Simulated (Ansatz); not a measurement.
Ga2P⁻: single points at one geometry.

```yaml
crystal:
  periodic: [false, false, false]
  atoms:
    - {symbol: Ga, position_ang: [0.516574, -1.207039, -1.312057]}
    - {symbol: Ga, position_ang: [-0.243757, 0.350544, 1.731989]}
    - {symbol: P, position_ang: [-0.272807, 0.856495, -0.419932]}
basis:
  gaussian: {orbitals: def2-TZVPD}
total_charge: -1
magnetization: {spin_polarized: true, initial_magnetization: 2}
hamiltonian: {xc: pbe0, dispersion: d4}
scf: {omitted_lower_state_checks: [starts]}
output: {orbitals: {seedname: orbitals}}
```

The file start.molden holds the orbitals of an earlier run on this structure, at another level or in another basis.

```sh
$ ansatz run in.yaml --threads 4 --pin off --events-out ev --progress --plain --max-ram 3916MiB
```

Shortened log:

```
Functional definition: PBE0
1140 factors; their error is unknown
mean field evaluation 1: about -114026.9882 eV, gradient 2.0e1 eV
mean field evaluation 2: about -114026.4533 eV, gradient 2.8e1 eV
mean field evaluation 4: about -114027.7191 eV, gradient 1.4e0 eV
mean field evaluation 8: about -114027.7438 eV, gradient 1.3e-1 eV
mean field evaluation 16: about -114028.1175 eV, gradient 1.6e-2 eV
mean field evaluation 32: about -114028.1175 eV, gradient 3.3e-5 eV
mean field -114028.11748854 eV, -4190.4560266698 hartree, gradient 5.0e-6 eV, S^2 2.016335; 0 other end points of the search recorded, 0 dependent functions left out
reference -114028.11751862 eV, -4190.4560277751 hartree; 40, 38 occupied and 111, 113 virtual orbitals, 1140 factors
Total energy: -114028.25138547 eV, -4190.4609472911 hartree
Checks for a lower state left out: starts
```

It took 7.5 s on 4 threads of Arm Neoverse V1 on a shared host, peak host memory 0.61 GiB.

The first input with `gaussian: {orbitals: def2-TZVPD, initial_orbitals: start.molden}`, `hamiltonian: {xc: r2scan, dispersion: d4}` (abridged; 10 s):

```
Functional definition: r2SCAN
mean field evaluation 16: about -114044.1390 eV, gradient 4.7e-6 eV
mean field -114044.13904936 eV, -4191.0448081702 hartree, gradient 4.7e-6 eV, S^2 2.015590
Total energy: -114044.16651223 eV, -4191.0458174119 hartree
Checks for a lower state left out: starts
```

As the first input, with `gaussian: {orbitals: def2-TZVPD, initial_orbitals: start.molden}`, `hamiltonian: {xc: pbe, dispersion: d4}` (abridged; 3.5 s):

```
Functional definition: PBE
mean field evaluation 16: about -114025.5968 eV, gradient 7.4e-6 eV
mean field -114025.59682812 eV, -4190.3633941079 hartree, gradient 7.4e-6 eV, S^2 2.005545
Total energy: -114025.75448462 eV, -4190.3691878776 hartree
Checks for a lower state left out: starts
```

Geometry: B3LYP-D4/def2-TZVP, that of the neutral doublet.

At PBE0-D4/def2-TZVPD, r2SCAN-D4/def2-TZVPD, PBE-D4/def2-TZVPD the highest occupied level of the charge -1 triplet lies above zero (up to 1.32 eV). By energy differences its removal costs 0.81 eV (vertical, to the charge 0 doublet, at PBE-D4/def2-TZVPD); a positive level beside a positive removal energy at the same level points to self-interaction error. At PBE0-D4/def2-TZVPD a singlet of charge -1 lies 1.50 eV below the triplet at the same geometry. The structure comes from a short search, and lower isomers may exist.
